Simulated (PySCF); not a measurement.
Compound: C4H10Si2 (charge +1 and doublet state).
Structure used (GFN2-xTB), in Å, numbered top down from 1:
```xyz
16
C4H10Si2 angstrom
C      2.327   -1.334    0.217
C      1.824   -0.099    0.130
C      0.429    0.172   -0.106
Si    -0.211    1.486    1.270
C     -0.417   -0.307   -0.987
Si    -2.355   -0.334   -0.971
H      3.388   -1.491    0.324
H      1.707   -2.214    0.176
H      2.464    0.763    0.260
H     -0.666    0.564    2.311
H      0.970    2.268    1.620
H     -1.257    2.238    0.585
H     -0.054   -0.731   -1.916
H     -2.741   -0.332    0.440
H     -2.730   -1.545   -1.689
H     -2.685    0.906   -1.676
```

The hyperfine couplings belong to this conformer and change with its torsions.

Identity: `[CH2+][CH]/C([SiH3])=C/[SiH3]` [radical] (charge +1).

Method: UKS B3LYP, pcH-1 on C H Si, non-relativistic, mean-field spin-orbit, GIAO (PySCF 2.14.0). Geometry: GFN2-xTB, one conformer, isolated ion. The geometry wasn't refined by DFT: couplings that depend on bond lengths, twists or pyramidal angles can differ widely from those at the functional's own minimum, by a factor of two or more for some ions and for spin on atoms past the first row. The frame is twisted about the C2–C3 bond at this geometry (dihedral C1–C2–C3–C5 = -48°); couplings at other torsion angles weren't computed. No stability test was run, so a lower SCF solution isn't excluded.

Principal values of hyperfine tensors in MHz (contact, dipolar and spin–orbit terms together), for some of the nuclei:

| atom | isotope | A1 | A2 | A3 |
| --- | --- | --- | --- | --- |
| H13 | 1H | 64.42 | 70.94 | 93.47 |
| H16 | 1H | 71.72 | 74.23 | 76.11 |
| H10 | 1H | 57.20 | 61.00 | 62.68 |
| C5 | 13C | 16.66 | 21.60 | 100.01 |
| C1 | 13C | -6.89 | -6.17 | 73.96 |
| H8 | 1H | -30.41 | -22.51 | -7.87 |
| Si4 | 29Si | -48.85 | -3.41 | -1.32 |
| H9 | 1H | 10.01 | 14.65 | 21.87 |

(1) Give the isotropic coupling of each nucleus in MHz and in mT (g = 2.0033), and the anisotropic part.

(2) What spin density at the nucleus of H9 lies behind its contact coupling (g_N = 5.58569)?

(3) H7 (1H, g_N = 5.58569) isn't in the table. Its spin density at the nucleus is -0.004417 bohr⁻³. What is its contact coupling?

(4) What first-order splitting does H13 cause when the field lies along A1, A2 or A3 of its tensor (g taken as isotropic, no quadrupole term)?

## Answers

(1) a_iso is a third of the trace, T = A − a_iso, and a(mT) = a(MHz)/(g × 13.996).

| atom | a_iso (MHz) | a_iso (mT) | T1 | T2 | T3 |
| --- | --- | --- | --- | --- | --- |
| H13 | 76.28 | 2.720 | -11.86 | -5.34 | 17.20 |
| H16 | 74.02 | 2.640 | -2.30 | 0.21 | 2.09 |
| H10 | 60.29 | 2.150 | -3.09 | 0.70 | 2.39 |
| C5 | 46.09 | 1.644 | -29.43 | -24.49 | 53.92 |
| C1 | 20.30 | 0.724 | -27.19 | -26.47 | 53.66 |
| H8 | -20.26 | -0.723 | -10.15 | -2.24 | 12.39 |
| Si4 | -17.86 | -0.637 | -30.99 | 14.45 | 16.54 |
| H9 | 15.51 | 0.553 | -5.50 | -0.86 | 6.36 |

(2) a_FC = (2μ0/3) gₑ μB g_N μN ρ(0)/(2S·h) = 800.24 MHz × g_N × ρ(0)/(2S), with ρ in bohr⁻³. With a_FC = 15.51 MHz and 2S = 1, ρ(0) = 0.00347 bohr⁻³. In magnitude that is 1.1 % of the 1/π = 0.318 of a free hydrogen atom.

(3) By the same relation, a_FC = -19.74 MHz. Its full tensor has the principal values -32.90, -22.01, -4.30 MHz.

(4) 2 lines (I = 1/2), spaced by |A_i|/(g × 13.996): 2.30, 2.53, 3.33 mT along the axes of A1, A2 and A3.

Hardware: an Arm Neoverse V1 with one thread (shared host). Cost: 80 s of wall time (grids of density and orbitals included), 0.97 GiB resident at most.

The SMILES draws the unpaired electron on C2; the largest computed Mulliken spin population is on C1 (0.35 against 0.00).
